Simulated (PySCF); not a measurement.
**Electron correlation in Rh²⁺ (rhodium, charge +2)**

[Kr] 4d6 5p1, one real determinant (an excited configuration). Calculation: PySCF 2.14, in aug-cc-pVTZ-DK (9s8p6d3f2g, 102 functions); the spin-free X2C one-electron Hamiltonian (Gaussian nucleus). Frozen: [Kr]; 7 electrons correlated.

MP2 pair energies summed by pair of shells (mhartree):

```tsv
pair	energy	share (%)
4d-4d	-104.16	84.0
4d-5p	-19.83	16.0
```

Total MP2 correlation energy: -123.99 mhartree.

Same-spin part -76.30 and opposite-spin part -47.68 mhartree; SCS-MP2 scales them by 1/3 and 6/5 to -82.66 mhartree.

The reference is one real determinant that mixes LS terms of this configuration.
